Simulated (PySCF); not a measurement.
C4H8O2, SMILES [C@@H]1(O)[C@](O)(C)C1. Coordinates come from a PBE-D3(BJ)/def2-SVP optimisation. The structure was generated by enumeration; whether it is a known compound was not checked. One conformer was computed; it need not be the lowest.

Question: Give the equilibrium geometry at PBE-D3(BJ)/def2-SVP (PySCF confirms it by a frequency run) as a Z-matrix. (The exact figures need the calculation; the answer reports its results.)

Answer: This is not unique; one that fits is 
```
C
O 1 1.4058
H 2 0.9764 1 106.61
C 1 1.5098 2 113.35 3 -152.90
H 4 1.1006 1 116.87 2 0.11
H 4 1.1015 5 115.98 1 144.76
C 1 1.5117 2 115.43 3 62.58
H 7 1.1059 1 110.93 2 -176.56
H 7 1.1087 8 109.55 1 122.35
H 7 1.1116 8 107.25 9 117.13
C 1 1.5148 2 116.71 3 -85.52
O 11 1.3972 1 117.96 2 146.53
H 12 0.9751 11 107.23 1 140.46
H 11 1.1091 12 116.28 13 -77.63
```
Charge 0, spin multiplicity 1.
